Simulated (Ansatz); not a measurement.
Consider the redistribution: `[NH2][GaH][SiH2]O` + `CCS[SiH3]` → `O[SiH2]S[SiH3]` + `C[CH2][GaH][NH2]`.

Computed with Ansatz on PBE0-D4/def2-TZVP structures; ΔE is electronic, products minus reactants. CCSD(T)/CBS adds triple-zeta CCSD(T) − MP2 to the extrapolated MP2 energy (def2 sets, frozen cores). This one scheme is used for every species. Functionals use def2-TZVPP. B3LYP here is the variant with VWN-RPA as its local correlation; programs differ in this. For Ga outer-core shells are correlated without core-valence functions, which leaves a few kJ/mol of doubt a bond. Scalar relativity is left out up to krypton. Each species was taken in one conformer, which may not be the lowest.

(1) Is it downhill or uphill in electronic energy at CCSD(T)/CBS, and by how much? (Best estimate.)

(2) What do these levels give: r2SCAN-D4, PBE0-D4, B3LYP-D4, PBE, r2SCAN, PBE0, B3LYP, HF/def2-TZVPP, CCSD/def2-TZVPP, HF/def2-QZVPP, MP2/def2-QZVPP, SCS-MP2/def2-QZVPP? (Best estimate.)

Largest T1 diagnostic among the species: 0.014.

## Answers

(1) Computed: Downhill: ΔE = -24.5 kcal/mol.

(2) Computed: r2SCAN-D4 -23.6, PBE0-D4 -22.3, B3LYP-D4 -22.4, PBE -20.4, r2SCAN -23.5, PBE0 -21.7, B3LYP -21.2, HF/def2-TZVPP -22.9, CCSD/def2-TZVPP -23.8, HF/def2-QZVPP -22.9, MP2/def2-QZVPP -26.5, SCS-MP2/def2-QZVPP -25.1 kcal/mol.

The D4 term adds −1.1 kcal/mol with B3LYP and −0.6 kcal/mol with PBE0; it sums over pairs of atoms, weighted by their polarisabilities, and B3LYP, whose exchange is more repulsive, gets the larger term. From PBE to PBE0 (25 % exact exchange), in def2-TZVPP and without D4, ΔE moves by −1.3 kcal/mol. In def2-TZVPP, CCSD(T) changes the Hartree–Fock value by −1.0 kcal/mol (the triples alone add −0.1 kcal/mol) and MP2 by −3.3 kcal/mol.
